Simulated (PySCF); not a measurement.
Geometry:
```csv
atom,x (Å),y (Å),z (Å)
C1,-1.769,0.711,0.465
C2,-0.996,0.087,-0.700
C3,0.410,-0.216,-0.304
O4,1.336,0.729,-0.496
C5,2.542,0.348,-0.062
P6,2.647,-1.212,0.624
C7,0.906,-1.342,0.289
Cl8,-0.060,-2.713,0.657
H9,-1.806,0.023,1.305
H10,-1.288,1.631,0.790
H11,-2.786,0.938,0.156
H12,-0.978,0.779,-1.543
H13,-1.483,-0.839,-1.008
H14,3.324,1.075,-0.196
```

[PySCF 2.14.0 with density-fitted response routines: PBE0/pcSseg-1 with gauge-including orbitals; GFN2-xTB structure; single conformer; no solvent; rapidly exchanging positions averaged; non-relativistic]

Referencing at the same level of theory: ¹³C and ¹H against TMS; ¹⁷O vs H2O; ³¹P against H3PO4; ³⁵Cl against HCl.

| atoms | nucleus | count | Hirshfeld charge | δ (ppm) |
| --- | --- | --- | --- | --- |
| C1 | ¹³C | 1 | -0.12 | ? |
| P6 | ³¹P | 1 | 0.05 | 140.4 |
| H12/H13 | ¹H | 2 | 0.05 | 3.00 |
| H14 | ¹H | 1 | 0.06 | ? |
| O4 | ¹⁷O | 1 | -0.04 | ? |
| C3 | ¹³C | 1 | 0.06 | 169.1 |
| H9/H10/H11 | ¹H | 3 | 0.04 | 1.22 |
| Cl8 | ³⁵Cl | 1 | -0.02 | 137 |
| C2 | ¹³C | 1 | -0.07 | 25.5 |
| C5 | ¹³C | 1 | -0.05 | 185.6 |
| C7 | ¹³C | 1 | -0.09 | 143.6 |

Fill in the missing shifts.

Answers


- C1: 15.5 ppm, methyl carbon; aliphatic region, no heteroatom directly attached
- H14: 8.69 ppm, hydrogen on an aromatic CH next to the ring oxygen; aromatic region
- O4: 352.6 ppm, aromatic ring oxygen

Carbons that carry Cl, above all several Cl atoms, come out too deshielded, partly because spin–orbit coupling is missing. Shifts are as computed. Against solution values, carbons near 30 ppm lie about +3 ppm off and those near 130 ppm about +5 ppm; carbons on Cl a further +6 ppm. Of 1211 compounds with measured shifts, 218 miss one by over three times the rms of a fit or turn the order of signals round; such compounds aren't used in these exercises. Unscaled 17O shifts of doubly bonded oxygen tend to come out too high, by tens of ppm or more. Experimental scales use liquid or dissolved standards, which lie at an offset from isolated H2O (liquid H2O: subtract about 36 ppm) and H3PO4.
